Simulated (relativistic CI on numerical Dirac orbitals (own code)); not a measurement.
**What each ingredient does to the levels of W²³⁺**

Base calculation: Dirac-Coulomb-Breit CI, KLI orbitals optimised for each configuration, model QED (radiative potential, 1s self-energy scaled to tabulated hydrogen-like ionisation energies), unscaled Slater integrals.

Configuration list (outside the closed core [Ar] 3d10 4p6 4d10): 4s2.4f5, 4s2.4f4.5s, 4s2.4f3.5s2, 4s2.4f4.5p, 4s2.4f3.5s.5p, 4s2.4f3.5p2, 4s2.4f4.6s, 4s.4f6. Levels of other configurations are missing.

Variants: (1) non-relativistic limit; (2) only the first configuration. Shifts of the energy above 4s2.4f5 6H°_5/2, in cm⁻¹, for the lowest level and the first level of each name with at least 55 % of one term (blank where a level changes its place among those of its configuration and J or its character, or is not in the variant):

```csv
Level,Base,Δ(1),Δ(2)
4s2.4f5 6H°_5/2,0.0,0.0,0.0
4s2.4f5 6H°_7/2,9177.0,-9176.9,-16.5
4s2.4f5 6H°_9/2,17852.6,-17852.6,-25.4
4s2.4f5 6F°_3/2,24296.9,-10867.8,-3.5
4s2.4f5 6F°_5/2,24649.4,-11220.3,+12.7
4s2.4f5 6F°_1/2,24945.6,-11516.5,-18.5
4s2.4f5 6H°_11/2,25607.1,-25607.1,-26.8
4s2.4f5 6H°_13/2,32371.6,-32371.6,-22.4
4s2.4f5 6F°_7/2,32623.7,-19194.5,-2.7
4s2.4f5 6H°_15/2,37414.8,-37414.7,-10.7
4s2.4f5 6F°_9/2,41179.5,-27750.3,-9.8
4s2.4f5 6F°_11/2,49443.0,-36013.8,-13.7
4s2.4f5 4F°_3/2,54572.2,-7355.9,+77.4
4s2.4f5 4I°_9/2,59522.0,-12821.9,+49.3
```

At this charge energies of transitions that change n are usually good to better than 1 %, and those within a shell (Δn = 0) to a few per cent. Terms inside the open d or f shell come out 10 to 20 % too wide with unscaled integrals.

Ionisation energy from the two ground configurations alone: base 683.177 eV. The NIST ASD value (semi-empirical) is 685.6 eV.

LS names give the leading component of a level, which can be under half, so a name can repeat, a term be missing and a line seem to break the LS rules.
